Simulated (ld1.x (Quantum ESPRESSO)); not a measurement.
# Before and after: ultrasoft potential for As (Z = 33)

- Element: As
- Generator: ld1.x (Quantum ESPRESSO) 7.5
- Type: ultrasoft
- Functional: revPBE
- Relativity: fully relativistic
- Frozen core: [Ar] 3d10
- Valence charge: 5
- Reference configuration: 4s2 4p3
- Partial waves: 4s (bound): rcut 1.55, rcutus 1.95 bohr; 4s channel at 1.85 Ry: rcut 1.55, rcutus 1.95 bohr; 4p (bound): rcut 1.35, rcutus 1.75 bohr; 4p channel at 0.25 Ry: rcut 1.35, rcutus 1.75 bohr
- Local potential: all-electron potential smoothed inside 1.65 bohr (lloc = -1)
- Core correction: Bessel-smoothed model core inside 1.25 bohr
- Augmentation charge: PSQ, radius 1.25 bohr

Open shells are filled in proportion to 2j + 1 (rel_dist='average').

Change: functional LDA (PZ).

Cutoffs: the cutoffs (Ry, on a coarse ladder) from which the occupation-weighted sum of valence levels, in a spherical-Bessel basis at the reference potential, stays within 10 and 1 mRy of its value at 400 Ry; they do not see the model core or the augmentation charge, which bear on the density cutoff. Errors are all-electron minus pseudo energies relative to the spin-unpolarised reference configuration.

**Question.** Predict the effect on cutoff, ghosts and configuration errors.

**Answer.** Both files are so soft that the ladder of cutoffs tells neither apart; of the 7 tests that both files solve, the error grows in 0 and shrinks in 2 by more than 15 % and 0.3 meV (median size 20.6 → 20.1 meV); neither file shows a bound ghost.

| quantity | base | changed |
| --- | --- | --- |
| cutoff, loose | 8 Ry | 8 Ry |
| cutoff, tight | 12 Ry | 12 Ry |
| bound ghosts | none | none |
| error for 4s2 4p2, meV [ΔE 9.11 → 9.33 eV] | -3.8 | -4.3 |
| error for 4s2 4p1, meV [ΔE 26.97 → 27.49 eV] | -33 | -36 |
| error for 4s2 4p0, meV [ΔE 54.57 → 55.54 eV] | -138 | -143 |
| error for 4s0 4p5, meV [ΔE 18.98 → 19.19 eV] | -30 | -24 |
| error for 4s1 4p4, meV [ΔE 9.39 → 9.48 eV] | -7.5 | -6.1 |
| error for 4s1 4p3, meV [ΔE 19.19 → 19.48 eV] | -21 | -20 |
| error for 4s2 4p2.5, meV [ΔE 3.54 → 3.64 eV] | -0.6 | -0.7 |
| s: phases at 2.14 bohr within 0.05 rad from the reference energy up to (Ry; the scan ends near 5) | 4.9 | 4.8 |
| p1/2: phases at 2.14 bohr within 0.05 rad from the reference energy up to (Ry; the scan ends near 5) | to the end of the scan | to the end of the scan |
| p3/2: phases at 2.14 bohr within 0.05 rad from the reference energy up to (Ry; the scan ends near 5) | to the end of the scan | to the end of the scan |
| lowest overlap eigenvalue by channel | s 0.41, p1/2 0.62, p3/2 0.62 | s 0.40, p1/2 0.62, p3/2 0.61 |
